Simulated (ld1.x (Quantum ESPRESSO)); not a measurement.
## What the settings do to the TM potential of sulfur (S)

Base potential:

```json
{"Element": "sulfur", "Generator": "ld1.x (Quantum ESPRESSO) 7.5", "Type": "norm-conserving Troullier–Martins (Kleinman–Bylander form)", "Functional": "LDA (PZ)", "Relativity": "scalar-relativistic", "Frozen core": "[Ne]", "Valence charge": "6", "Reference configuration": "3s2 3p4", "Partial waves": "3s (bound): rc 1.45 bohr; 3p (bound): rc 1.75 bohr", "Local potential": "all-electron potential smoothed inside 1.30 bohr (lloc = -2)", "Core correction": "a·sin(br)/r model core inside 1.45 bohr"}
```

All-electron outer shells of the reference configuration (LDA (PZ), scalar-relativistic, ld1.x):

```
shell  level (eV)  outermost node (bohr)  outermost maximum (bohr)
   2s     -210.79                   0.13                      0.39
   2p     -156.52                      –                      0.33
   3s      -17.28                   0.60                      1.40
   3p       -7.11                   0.58                      1.59
```

Cutoffs, loose and tight: the cutoffs (Ry, on a coarse ladder) from which the occupation-weighted sum of valence levels, in a spherical-Bessel basis at the reference potential, stays within 10 and 1 mRy of its value at 400 Ry. They do not see the model core or the augmentation charge, which bear on the density cutoff. Test errors are all-electron minus pseudo excitation energies from the reference, over the configurations 3s2 3p3; 3s2 3p2; 3s2 3p1; 3s2 3p3.5; 3s0 3p6; 3s2 3p4.3; 3s1 3p5 (two spin-polarised tests are not counted in the largest error). A dash means not determined; rows that change the core or the reference have their own tests.

| change | outcome | cutoff, loose | cutoff, tight | bound ghosts | largest test error (meV) |
| --- | --- | --- | --- | --- | --- |
| base | generated | 35 Ry | 60 Ry | none | +127 |
| local potential all-electron potential smoothed inside 2.04 bohr (lloc = -2) | generated | 40 Ry | 60 Ry | none | +33 |
| all radii but the core radius scaled by about 1.07 (s 1.56, p 1.88 bohr); local potential all-electron potential smoothed inside 1.40 bohr (lloc = -2) | generated | 35 Ry | 55 Ry | none | +125 |
| type ultrasoft; waves now 3s (bound): rcut 1.25, rcutus 1.45 bohr; 3s channel at 0.9 Ry: rcut 1.25, rcutus 1.45 bohr; 3p (bound): rcut 1.50, rcutus 1.75 bohr; 3p channel at 2.8 Ry: rcut 1.50, rcutus 1.75 bohr; local potential all-electron potential smoothed inside 1.20 bohr (lloc = -1); augmentation built from norm-conserving waves at rcut, not smoothed further | generated | 18 Ry | 30 Ry | none | +89 |
| fully relativistic | generated | 35 Ry | 60 Ry | none | +132 |
| core correction a·sin(br)/r model core inside 1.56 bohr | generated | 35 Ry | 60 Ry | none | +132 |

(1) What comes out with this change to the base: local potential the p channel?

## Answers

(1) outcome: generated; cutoff, loose: 40 Ry; cutoff, tight: 60 Ry; bound ghosts: none; largest test error (meV): +108.
